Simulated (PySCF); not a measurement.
Members of one family of related compounds. Level of theory: TDDFT CAM-B3LYP/def2-SVPD, vertical, gas phase, core orbitals frozen in the response (PySCF). Geometries: PBE0-D3(BJ)/def2-SVP; one conformer of each isolated species. Triplets are in the Tamm–Dancoff approximation. 'Strongest' means the level of largest summed f among the lowest 10 singlets; it needn't be the same kind of state in each.

Task: Rank by computed energy of the strongest computed level, lowest first.
A. Si(vinyl)2(OMe)2, `O(C)[Si](C=C)(C=C)OC`
B. Si(vinyl)2(NMe2)2, `[Si](C=C)(C=C)(N(C)C)N(C)C`
C. Si(vinyl)2(NCO)2, `[Si](C=C)(C=C)(N=C=O)N=C=O`
D. Si(vinyl)2(OiPr)2, `C(C)(O[Si](C=C)(C=C)OC(C)C)C`

Result: B (6.62 eV), C (6.88 eV), D (7.08 eV), A (7.45 eV).

```
                    SMILES  strongest (eV)  HOMO (eV)  LUMO (eV)  T1 (eV)  f (S1)  first f ≥ 0.01 (nm)    S1 mainly
  C=C[Si](C=C)(N(C)C)N(C)C            6.62      -7.33       0.58     4.18   0.002                  210    H→L (95%)
  C=C[Si](C=C)(N=C=O)N=C=O            6.88      -9.61      -0.12     4.17   0.040                  194  H-1→L (78%)
C=C[Si](C=C)(OC(C)C)OC(C)C            7.08      -8.96       0.61     4.20   0.008                  176    H→L (43%)
        C=C[Si](C=C)(OC)OC            7.45      -9.11       0.54     4.20   0.004                  176    H→L (41%)
```

H and L stand for HOMO and LUMO.

- `C=C[Si](C=C)(N(C)C)N(C)C`: Löwdin shares by element: HOMO nitrogen 55%, carbon 9% or more (atoms not listed hold the other 35%); LUMO carbon 71% or more (atoms not listed hold the other 29%).
- `C=C[Si](C=C)(N=C=O)N=C=O`: Löwdin shares by element: HOMO carbon 74% or more (atoms not listed hold the other 26%); LUMO carbon 70% or more (atoms not listed hold the other 30%).
- `C=C[Si](C=C)(OC(C)C)OC(C)C`: Löwdin shares by element: HOMO oxygen 36%, carbon 28% or more (atoms not listed hold the other 36%); LUMO carbon 68% or more (atoms not listed hold the other 32%).
- `C=C[Si](C=C)(OC)OC`: Löwdin shares by element: HOMO carbon 33% or more, oxygen 33% (atoms not listed hold the other 34%); LUMO carbon 67% or more (atoms not listed hold the other 33%).
